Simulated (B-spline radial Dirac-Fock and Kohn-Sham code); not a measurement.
Form factor and incoherent scattering function of La¹⁹⁺

System: the La¹⁹⁺ ion, 1s2 2s2 2p6 3s2 3p6 3d10 4s2 4p6 4d2.

Input of the calculation (task.json; shells as n, l, electrons):

```json
{"items": [{
  "Z": 57,
  "q": 19,
  "cfg": [[1, 0, 2], [2, 0, 2], [2, 1, 6], [3, 0, 2], [3, 1, 6], [3, 2, 10], [4, 0, 2], [4, 1, 6], [4, 2, 2]],
  "A": 139,
  "rrms": 4.855,
  "do": ["scatter"],
  "s": [0.0, 0.05, 0.1, 0.15, 0.2, 0.25, 0.3, 0.35, 0.4, 0.45, 0.5, 0.6, 0.7, 0.8, 0.9, 1.0, 1.1, 1.2, 1.4, 1.6, 1.8, 2.0, 2.5, 3.0, 3.5, 4.0, 5.0, 6.0],
  "pz": [0, 0.1, 0.14, 0.19, 0.26, 0.36, 0.5, 0.69, 0.95, 1.3, 1.8, 2.5, 3.5, 4.8, 6.6, 9.1, 13.0, 17.0, 24.0, 33.0, 45.0],
  "hv_scatter": [5000, 20000, 30000, 50000, 100000, 200000, 500000, 1000000]
}]}
```

Command: `python xray_run.py task.json out`

Calculated with an atomic code on a B-spline grid, using Dirac-Fock orbitals of the configuration average with a finite nucleus. f₀ is the Fourier transform of the spherical electron density, S the Waller-Hartree incoherent function, and s = sin θ/λ.

```
s (Å⁻¹)      f₀       S
      0  38.000   0.000
   0.05  37.886   0.108
    0.1  37.548   0.426
   0.15  36.997   0.936
    0.2  36.252   1.610
   0.25  35.337   2.414
    0.3  34.281   3.313
   0.35  33.114   4.272
    0.4  31.870   5.261
   0.45  30.578   6.257
    0.5  29.269   7.242
    0.6  26.696   9.140
    0.7  24.308  10.915
    0.8  22.189  12.557
    0.9  20.360  14.068
      1  18.797  15.444
    1.1  17.453  16.691
    1.2  16.273  17.817
    1.4  14.226  19.780
    1.6  12.420  21.479
    1.8  10.794  22.999
      2   9.373  24.373
    2.5   6.860  27.225
      3   5.560  29.377
    3.5   4.844  31.012
      4   4.296  32.279
      5   3.273  34.062
      6   2.428  35.164
```

f₀ starts at the number of electrons, 38, and has fallen to half at s ≈ 0.99 Å⁻¹. The sum of ⟨r²⟩ over the electrons is 6.210 bohr².
